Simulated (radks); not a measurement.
Isoelectronic series with 62 electrons, all held in the configuration [Xe] 4f6 6s2, which need not be the ground one along the series. Calculated with a radial shooting solver on a logarithmic mesh with Libxc functionals: scalar-relativistic Kohn-Sham, r2SCAN, spin-polarised, spherical densities, finite nucleus; open shells are filled with parallel spins first (spin-orbit coupling, left out, can overturn this in heavy ions); meta-GGA in the generalised Kohn-Sham scheme; Fermi nuclear charge, rms radius of each element as measured or else 0.836 A^(1/3) + 0.57 fm. Total energies (hartree) and mean radii <r> (bohr):

[
 {"ion": "Sm", "E (hartree)": "-10427.9245", "6s down": "4.564", "6s up": "4.296", "4f up": "0.9842"},
 {"ion": "Eu+", "E (hartree)": "-10844.4129", "6s down": "3.715", "6s up": "3.591", "4f up": "0.8695"},
 {"ion": "Gd2+", "E (hartree)": "-11270.6070", "6s down": "3.232", "6s up": "3.153", "4f up": "0.7956"},
 {"ion": "Tb3+", "E (hartree)": "-11706.5815", "6s down": "2.901", "6s up": "2.844", "4f up": "0.7399"},
 {"ion": "Dy4+", "E (hartree)": "-12152.2511", "6s down": "2.651", "6s up": "2.607", "4f up": "0.6952"},
 {"ion": "Ho5+", "E (hartree)": "-12607.8156", "6s down": "2.453", "6s up": "2.418", "4f up": "0.6577"},
 {"ion": "Er6+", "E (hartree)": "-13073.2476", "6s down": "2.290", "6s up": "2.261", "4f up": "0.6255"},
 {"ion": "Tm7+", "E (hartree)": "-13548.6751", "6s down": "2.153", "6s up": "2.128", "4f up": "0.5974"},
 {"ion": "Yb8+", "E (hartree)": "-14034.0814", "6s down": "2.034", "6s up": "2.012", "4f up": "0.5725"},
 {"ion": "Lu9+", "E (hartree)": "-14529.6060", "6s down": "1.930", "6s up": "1.911", "4f up": "0.5501"},
 {"ion": "Hf10+", "E (hartree)": "-15035.3701", "6s down": "1.838", "6s up": "1.822", "4f up": "0.5298"},
 {"ion": "Ta11+", "E (hartree)": "-15551.3960", "6s down": "1.756", "6s up": "1.741", "4f up": "0.5113"},
 {"ion": "W12+", "E (hartree)": "-16077.7794", "6s down": "1.682", "6s up": "1.669", "4f up": "0.4943"},
 {"ion": "Re13+", "E (hartree)": "-16614.6303", "6s down": "1.614", "6s up": "1.603", "4f up": "0.4787"}
]
